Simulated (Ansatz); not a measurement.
Energy needed to pull apart BClF₂ (SMILES FB(F)Cl), singlet, into free ground-state atoms, from the structure below (displaced at random from a GFN2-xTB minimum); no zero-point or spin–orbit terms; open-shell atoms are treated unrestricted, in their ground-state multiplicity.

F1  (-0.186, -1.246, -0.541)
B2  (-0.043, -0.019, -0.046)
F3  (-0.993, 0.828, -0.321)
Cl4  (1.278, 0.389, 0.900)
(Å)

Ansatz 0.2.0; basis: def2-TZVPP; cores frozen in the correlated methods.

```tsv
method	atomization energy (kJ/mol)
PBE-D4	?
r2SCAN-D4	1776
PBE0-D4	?
r2SCAN0-D4	1727
CAM-B3LYP-D4	1759
wB97M-V	1763
HF	1340
MP2	1807
CCSD	1671
CCSD(T)	1704
```

(1) What does PBE0-D4 give? (An estimate is asked for; the value comes from the calculation.)

(2) What does PBE-D4 give? (To be estimated.)

The T1 diagnostic stays at or below 0.012.

## Answers

(1) Computed: 1757 kJ/mol, which is about 53 kJ/mol more than CCSD(T)/def2-TZVPP.

(2) By the calculation: 1810 kJ/mol, which is about 106 kJ/mol more than CCSD(T)/def2-TZVPP.

In triple zeta the MP2 and coupled-cluster atomization energies are still short of their basis limit by a few kcal/mol a bond, whereas those of the functionals are nearly converged, so these differences are not deviations from converged CCSD(T).

For scale, one of the runs: CCSD(T)/def2-TZVPP forces, 135 basis functions (an equivalent command: `ansatz run in.yaml --threads 4`). Hardware: 4 CPU threads, shared host. Wall time 59 s; peak host memory 1.3 GiB.
